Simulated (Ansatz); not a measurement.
Species: CsCl (charge +1, doublet). 
Geometry from a B3LYP-D3(BJ)/def2-TZVP (Ansatz, a quantum-chemistry and plane-wave program) optimisation:
```xyz
2

Cs     0.0000     0.0000    -0.9865
Cl     0.0000     0.0000     3.1916
```
Charge +1, spin multiplicity 2.

Total electronic energies in hartree. Correlated levels leave the core frozen unless marked. Open shells are spin-unrestricted. No spin-orbit coupling. The frozen core is the preceding noble-gas configuration, with the filled d and f shells of earlier blocks. The outer core of K, Ca and their heavier congeners is not correlated, a term that matters for these elements. In def2 rows, elements after Kr have scalar-relativistic effective core potentials. CBS marks a two-point X^-3 extrapolation of the correlation energy; Hartree-Fock from the larger set.

```csv
level,program,energy (Eh)
HF/def2-SVP,Ansatz,-479.05187
BLYP-D4/def2-TZVPD,Ansatz + dftd4,-480.12159
BLYP/def2-TZVPD,Ansatz,-480.11838
revPBE-D4/def2-TZVPD,Ansatz + dftd4,-480.10231
PBE0-D4/def2-TZVPD,Ansatz + dftd4,-480.00011
BHLYP-D3(BJ)/def2-TZVPD,Ansatz + dftd3,-480.10462
r2SCANh/def2-TZVPD,Ansatz,-480.12340
HSE06-D4/def2-TZVPD,Ansatz + dftd4,-479.99075
CAM-B3LYP-D4/def2-TZVPD,Ansatz + dftd4,-480.13859
LC-wPBE-D3(BJ)/def2-TZVPD,Ansatz + dftd3,-480.05505
wB97X-V/def2-TZVPD,Ansatz,-480.07254
B2PLYP-D3(BJ)/def2-TZVPD,Ansatz + dftd3,-479.91540
B2PLYP-D4/def2-TZVPD,Ansatz + dftd4,-479.91490
PBE-QIDH/def2-TZVPD,Ansatz,-479.82112
RPA@PBE/def2-TZVPP,Ansatz,-479.48609
MP2/def2-QZVPPD,Ansatz,-479.39581
RI-MP2/def2-TZVPP,Ansatz,-479.36535
SCS-MP2/def2-SVPD,Ansatz,-479.17414
CCSD/def2-TZVPPD,Ansatz,-479.39043
CCSD/def2-QZVPPD,Ansatz,-479.41819
CCSD(T)/def2-QZVPP,Ansatz,-479.42534
"CCSD(T)/CBS(def2-TZVPP,def2-QZVPP)",Ansatz,-479.4384
"CCSD(T)/CBS(def2-TZVPPD,def2-QZVPPD)",Ansatz,-479.4377
```

Totals of different functionals don't rank their quality; only differences between species are comparable.
